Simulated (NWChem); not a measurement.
Program: NWChem. System: F4Sn, charge 0, spin multiplicity 1, at a geometry optimised with B3LYP/def2-SVP with def2 effective core potentials on Sn. The structure started from a generated list of species. Level: MP2/def2-TZVP with def2 effective core potentials on Sn, 8 core orbitals frozen.

Job file:

```
start mol
memory heap 200 mb stack 900 mb global 1100 mb
geometry units angstroms nocenter noautoz
  F      0.000000    -1.560766    -1.103655
  Sn     0.000000     0.000000     0.000000
  F      0.000000     1.560766    -1.103655
  F     -1.560766     0.000000     1.103655
  F      1.560766     0.000000     1.103655
  symmetry group C2v
end
basis spherical
  * library def2-tzvp
end
ecp
  Sn library def2-ecp
end
scf
  rhf
  nopen 0
  maxiter 100
  thresh 1e-7
  semidirect memsize 60000000 filesize 0
end
mp2
  freeze core 8
end
task mp2 energy
```

Output (cleaned and shortened):

```
             Northwest Computational Chemistry Package (NWChem) 7.3.0
             --------------------------------------------------------

                                NWChem Input Module
                                -------------------

 Scaling coordinates for geometry "geometry" by  1.889725989
 (inverse scale =  0.529177249)

 Turning off AUTOSYM since
 SYMMETRY directive was detected!

                             Geometry "geometry" -> ""
                             -------------------------

 Output coordinates in angstroms (scale by  1.889725989 to convert to a.u.)

  No.       Tag          Charge          X              Y              Z
 ---- ---------------- ---------- -------------- -------------- --------------
    1 F                    9.0000     0.00000000    -1.56076600    -1.10365500
    2 Sn                  50.0000     0.00000000     0.00000000     0.00000000
    3 F                    9.0000     0.00000000     1.56076600    -1.10365500
    4 F                    9.0000    -1.56076600     0.00000000     1.10365500
    5 F                    9.0000     1.56076600     0.00000000     1.10365500

 Effective nuclear repulsion energy (a.u.)     580.6836435268

            Nuclear Dipole moment (a.u.)
            ----------------------------
        X                 Y               Z
 ---------------- ---------------- ----------------
     0.0000000000     0.0000000000     0.0000000000

      Symmetry information
      --------------------

 Group name             C2v
 Group number             16
 Group order               4
 No. of unique centers     3

      Symmetry unique atoms

     1    2    4


 Summary of "ao basis" -> "" (spherical)
 ------------------------------------------------------------------------------
       Tag                 Description            Shells   Functions and Types
 ---------------- ------------------------------  ------  ---------------------
 *                         def2-tzvp                  on all atoms

 Summary of "ao basis" -> "ao basis" (spherical)
 ------------------------------------------------------------------------------
       Tag                 Description            Shells   Functions and Types
 ---------------- ------------------------------  ------  ---------------------
 F                         def2-tzvp                11       31   5s3p2d1f
 Sn                        def2-tzvp                16       50   6s5p3d2f

                                 NWChem SCF Module
                                 -----------------

  ao basis        = "ao basis"
  functions       =   174
  atoms           =     5
  closed shells   =    29
  open shells     =     0
  charge          =   0.00
  wavefunction    = RHF
  use symmetry    = T
  symmetry adapt  = T

 Summary of "ao basis" -> "ao basis" (spherical)
 ------------------------------------------------------------------------------
       Tag                 Description            Shells   Functions and Types
 ---------------- ------------------------------  ------  ---------------------
 F                         def2-tzvp                11       31   5s3p2d1f
 Sn                        def2-tzvp                16       50   6s5p3d2f

      Symmetry analysis of basis
      --------------------------

        a1         63
        a2         25
        b1         43
        b2         43

 Forming initial guess at       0.1s

      Superposition of Atomic Density Guess
      -------------------------------------

 Sum of atomic energies:        -646.78441718

      Non-variational initial energy
      ------------------------------

 Total energy =    -610.904816
 1-e energy   =   -1534.683924
 2-e energy   =     622.140794
 HOMO         =      -0.643597
 LUMO         =      -0.161060

      Symmetry analysis of molecular orbitals - initial
      -------------------------------------------------

 !! scf_movecs_sym_adapt:   86 vectors were symmetry contaminated

  Symmetry fudging

 !! scf_movecs_sym_adapt:   86 vectors were symmetry contaminated

  Numbering of irreducible representations:

     1 a1          2 a2          3 b1          4 b2

  Orbital symmetries:

     1 a1          2 a1          3 b2          4 b1          5 a1
     6 a1          7 b1          8 b2          9 a1         10 a1
    11 b1         12 b2         13 a1         14 a2         15 a1
    16 b1         17 b2         18 a1         19 a1         20 b2
    21 b1         22 a1         23 a2         24 a2         25 b1
    26 b2         27 a1         28 b1         29 b2         30 a1
    31 b1         32 b2         33 a1         34 b1         35 b2
    36 a1         37 a1         38 b1         39 b2

 Starting SCF solution at       1.8s

 ----------------------------------------------
         Quadratically convergent ROHF

 Convergence threshold     :          1.000E-07
 Maximum no. of iterations :          100
 Final Fock-matrix accuracy:          1.000E-09
 ----------------------------------------------

              iter       energy          gnorm     gmax       time
             ----- ------------------- --------- --------- --------
                 1     -611.2624646890  1.72D+00  2.71D-01      1.9
                 2     -611.3893518080  3.44D-01  9.08D-02      2.2
                 3     -611.3960855128  2.38D-02  7.72D-03      2.6
                 4     -611.3961319415  1.89D-04  9.49D-05      3.1
                 5     -611.3961319461  1.38D-08  4.00D-09      4.0

       Final RHF  results
       ------------------

         Total SCF energy =   -611.396131946143
      One-electron energy =  -1534.806309690541
[...]
    21 b2         22 a1         23 a2         24 a2         25 b1
    26 b2         27 a1         28 b1         29 b2         30 a1
    31 b1         32 b2         33 a1         34 b1         35 b2
    36 a1         37 a1         38 b1         39 b2

             Final eigenvalues
             -----------------

              1
    1  -26.3156
    2  -26.3156
    3  -26.3156
    4  -26.3155
    5   -5.9977
    6   -4.1909
    7   -4.1909
    8   -4.1909
    9   -1.6040
   10   -1.6040
   11   -1.6040
   12   -1.5936
   13   -1.4572
   14   -1.4572
   15   -1.4368
   16   -1.4367
   17   -1.4367
   18   -0.7850
   19   -0.7001
   20   -0.7001
   21   -0.7001
   22   -0.6712
   23   -0.6712
   24   -0.6623
   25   -0.6623
   26   -0.6623
   27   -0.6513
   28   -0.6512
   29   -0.6512
   30   -0.0032
   31    0.0967
   32    0.0967
   33    0.0967
   34    0.2372
   35    0.2372
   36    0.2372
   37    0.2731
   38    0.3594
   39    0.3594

                       ROHF Final Molecular Orbital Analysis
                       -------------------------------------

 Vector   27  Occ=2.000000D+00  E=-6.512502D-01  Symmetry=a1
              MO Center= -7.1D-11,  4.4D-11, -4.0D-12, r^2= 4.1D+00
   Bfn.  Coefficient  Atom+Function         Bfn.  Coefficient  Atom+Function
  ----- ------------  ---------------      ----- ------------  ---------------
     8      0.233947  1 F  pz                89      0.233947  3 F  pz
   120      0.233947  4 F  pz               151      0.233947  5 F  pz
    11      0.208197  1 F  pz                92      0.208197  3 F  pz
   123      0.208197  4 F  pz               154      0.208197  5 F  pz
    57      0.167199  2 Sn d  2

 Vector   28  Occ=2.000000D+00  E=-6.512493D-01  Symmetry=b1
              MO Center= -1.0D-11, -1.1D-14,  3.6D-01, r^2= 3.9D+00
   Bfn.  Coefficient  Atom+Function         Bfn.  Coefficient  Atom+Function
  ----- ------------  ---------------      ----- ------------  ---------------
   118      0.269217  4 F  px               149      0.269217  5 F  px
   121      0.240265  4 F  px               152      0.240265  5 F  px
     6      0.198674  1 F  px                87      0.198674  3 F  px
     9      0.176126  1 F  px                90      0.176126  3 F  px
    56     -0.167203  2 Sn d  1

 Vector   29  Occ=2.000000D+00  E=-6.512493D-01  Symmetry=b2
              MO Center= -2.3D-14, -3.3D-11, -3.6D-01, r^2= 3.9D+00
   Bfn.  Coefficient  Atom+Function         Bfn.  Coefficient  Atom+Function
  ----- ------------  ---------------      ----- ------------  ---------------
     7      0.269217  1 F  py                88      0.269217  3 F  py
    10      0.240265  1 F  py                91      0.240265  3 F  py
   119      0.198674  4 F  py               150      0.198674  5 F  py
   122      0.176126  4 F  py               153      0.176126  5 F  py
    54     -0.167203  2 Sn d -1

 Vector   30  Occ=0.000000D+00  E=-3.245543D-03  Symmetry=a1
              MO Center=  9.9D-16,  8.6D-16,  3.6D-13, r^2= 3.3D+00
   Bfn.  Coefficient  Atom+Function         Bfn.  Coefficient  Atom+Function
  ----- ------------  ---------------      ----- ------------  ---------------
    37      1.243138  2 Sn s                 33      0.440758  2 Sn s
    36      0.434613  2 Sn s                 34     -0.347801  2 Sn s
    35     -0.297255  2 Sn s                 32     -0.277942  2 Sn s
     5     -0.267888  1 F  s                 86     -0.267888  3 F  s
   117     -0.267888  4 F  s                148     -0.267888  5 F  s

 Vector   31  Occ=0.000000D+00  E= 9.667651D-02  Symmetry=b1
              MO Center=  4.7D-13, -3.5D-16, -3.9D-01, r^2= 8.5D+00
   Bfn.  Coefficient  Atom+Function         Bfn.  Coefficient  Atom+Function
  ----- ------------  ---------------      ----- ------------  ---------------
    50      1.291602  2 Sn px                47     -0.369555  2 Sn px
    66      0.260513  2 Sn d  1              44      0.223395  2 Sn px

 Vector   32  Occ=0.000000D+00  E= 9.667651D-02  Symmetry=b2
              MO Center=  1.4D-15,  3.9D-13,  3.9D-01, r^2= 8.5D+00
   Bfn.  Coefficient  Atom+Function         Bfn.  Coefficient  Atom+Function
  ----- ------------  ---------------      ----- ------------  ---------------
    51      1.291602  2 Sn py                48     -0.369555  2 Sn py
    64      0.260513  2 Sn d -1              45      0.223395  2 Sn py

 center of mass
 --------------
 x =   0.00000000 y =   0.00000000 z =   0.00000000

 moments of inertia (a.u.)
 ------------------
         661.090351845918           0.000000000000           0.000000000000
           0.000000000000         661.090351845918           0.000000000000
           0.000000000000           0.000000000000         661.074311871702

  Mulliken analysis of the total density
  --------------------------------------

    Atom       Charge   Shell Charges
 -----------   ------   -------------------------------------------------------
    1 F    9     9.54   0.77  1.20  0.60  1.01  0.39  2.22  2.29  1.06  0.00  0.01  0.00
    2 Sn  22    19.85   0.27 -0.72  1.46  0.98  0.57  0.05 -0.40  6.36  0.57  0.17  0.02  9.06  1.08  0.19  0.18  0.01
    3 F    9     9.54   0.77  1.20  0.60  1.01  0.39  2.22  2.29  1.06  0.00  0.01  0.00
    4 F    9     9.54   0.77  1.20  0.60  1.01  0.39  2.22  2.29  1.06  0.00  0.01  0.00
    5 F    9     9.54   0.77  1.20  0.60  1.01  0.39  2.22  2.29  1.06  0.00  0.01  0.00

       Multipole analysis of the density wrt the origin
       ------------------------------------------------

     L   x y z        total         open         nuclear
     -   - - -        -----         ----         -------
     0   0 0 0     -0.000000      0.000000     58.000000

     1   1 0 0     -0.000000      0.000000      0.000000
     1   0 1 0     -0.000000      0.000000      0.000000
     1   0 0 1     -0.000000      0.000000      0.000000

     2   2 0 0    -35.250932      0.000000    156.583418
     2   1 1 0     -0.000000      0.000000      0.000000
     2   1 0 1     -0.000000      0.000000      0.000000
     2   0 2 0    -35.250932      0.000000    156.583418
     2   0 1 1      0.000000      0.000000      0.000000
     2   0 0 2    -35.251339      0.000000    156.591016

                   NWChem MP2 Semi-direct Energy/Gradient Module
                   ---------------------------------------------

  Basis functions       =    174
  Molecular orbitals    =    174
  Frozen core           =      8
  Frozen virtuals       =      0
  Active alpha occupied =     21
  Active beta occupied  =     21
  Active alpha virtual  =    145
  Active beta virtual   =    145
  Use MO symmetry       = T
  Use skeleton AO sym   = T

  AO/Fock/Back tols     =   1.0D-09  1.0D-09  1.0D-09

 GA uses MA = F    GA memory limited = T

 Available:
  local mem=  1.26D+08
 global mem=  1.44D+08
 local disk=  0.00D+00
  mp2_memr nvloc                   145
  nvloc new                   145
   1 passes of  21:        5242880                     213952                 134319829.
   1 passes of  21: M    126138925           G      144118648           F     120896045.
  mp2_memr nvloc                   145
  nvloc new                   145
   2 passes of  11:        5242880                     141481                  70382659.
   2 passes of  11: M    126138925           G      144118648           F     120896045.

 Semi-direct pass number   1 of   2  for RHF alpha+beta  at        4.2s
  vrange nnbf                 12969
  mp2_eaftype                   268  avail_ma_in_mb                  1099
 EAF : mp2_eaftype filesize         268   35191329.
  mp2_eaf for mointskh                    268
Node 0 wrote    165.5 Mb in      0.0 s     Agg I/O rate:  5346.5 Mb/s
 Done moints_semi at       12.8s
  mp2_eaftype                   268  avail_ma_in_mb                   831
 EAF : mp2_eaftype filesize         268   35191329.
  mp2_eaf for kh                   268
 Done maket at       13.3s
 Semi-direct pass number   2 of   2  for RHF alpha+beta  at       13.3s
  vrange nnbf                 12969
  mp2_eaftype                   268  avail_ma_in_mb                   831
 EAF : mp2_eaftype filesize         268   35191329.
  mp2_eaf for mointskh                    268
Node 0 wrote    150.4 Mb in      0.0 s     Agg I/O rate:  6081.5 Mb/s
 Done moints_semi at       21.2s
  mp2_eaftype                   268  avail_ma_in_mb                   831
 EAF : mp2_eaftype filesize         268   35191329.
  mp2_eaf for kh                   268
 Done maket at       21.6s
 Done multipass loop at       21.6s

          -------------------------------------------
          SCF energy                -611.396131946143
          Correlation energy          -1.317147473187
          Singlet pairs               -0.755005277126
          Triplet pairs               -0.562142196060
          Total MP2 energy          -612.713279419330
          -------------------------------------------

          ---------------------------------------------------
                    Spin Component Scaled (SCS) MP2
          Same spin pairs                     -0.374761464040
          Same spin scaling factor             0.333333333333
          Opposite spin pairs                 -0.942386009146
          Opposite spin scaling fact.          1.200000000000
          SCS-MP2 correlation energy          -1.255783698989
          Total SCS-MP2 energy              -612.651915645132
          ---------------------------------------------------

 -----------------------
 Performance information
 -----------------------

 Timer overhead =  1.36D-07 seconds/call

               Nr. of calls         CPU time (s)                 Wall time (s)                GFlops
             ---------------    -------------------     ------------------------------   -------------------
Name         Min   Avg   Max    Min     Avg     Max     Min     Avg     Max   Mx/calls   Min     Max     Sum
mp2: moin     2     2     2    17.     17.     17.      17.     17.     17.     8.3      0.0     0.0     0.0
mp2: make     2     2     2   0.77    0.77    0.77     0.77    0.77    0.77    0.39      0.0     0.0     0.0
mp2: tota     1     1     1    18.     18.     18.      18.     18.     18.     18.      0.0     0.0     0.0

 The average no. of pstat calls per process was 5.00D+00
 with a timing overhead of 6.79D-07s

 Task  times  cpu:       21.6s     wall:       21.6s

 Total times  cpu:       21.6s     wall:       21.6s
```
